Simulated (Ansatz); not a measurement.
Si(F)(SH)3 (FH3S3Si), SMILES F[Si](S)(S)S.

Geometry: r2SCAN-D4/def2-SVP. The structure was generated by enumeration, and PubChem lists no compound with its InChIKey, so it may never have been made. The values are those of a single conformer.

Two levels are set side by side: PBE/def2-SVPD (Ansatz, a quantum-chemistry and plane-wave program) and CAM-B3LYP/def2-SVPD (Ansatz). Energy differences of separate SCF runs at the same geometry; the states with an electron removed or added have multiplicity 2 and 2. Differences are taken from unrounded values.

| quantity | CAM-B3LYP | PBE | PBE minus CAM-B3LYP |
|---|---|---|---|
| vertical ionisation energy (eV) | 10.27 | 9.51 | -0.76 |
| vertical singlet–triplet gap (eV) | 6.06 | 5.60 | -0.46 |
